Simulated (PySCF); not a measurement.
In(vinyl)(OH)(OMe) (C3H7InO2), SMILES [O]([In]([CH]=C)[OH])C.

The structure is a stationary point at PBE0-D3(BJ)/def2-SVP. The def2 effective core potentials stand for the cores of In; spin–orbit coupling is left out. One conformer was computed; it need not be the lowest.

Level of theory: PBE/def2-TZVP (PySCF).

Isolated molecule, no solvent.

Computed frontier levels, gap, dipole moment and polarisability:
```yaml
highest_occupied_level: -5.83 eV
lowest_empty_level: -2.19 eV
orbital_gap: 3.63 eV
dipole_moment: 2.37 D
quadrupole, principal values (traceless, Buckingham form, about the centre of nuclear charge): -5.55, 0.55, 5.01 D·Å
mean_static_polarisability: 82.5 bohr³ (12.23 Å³)
polarisability_principal_values: 54.7, 89.9, 103.0 bohr³
```
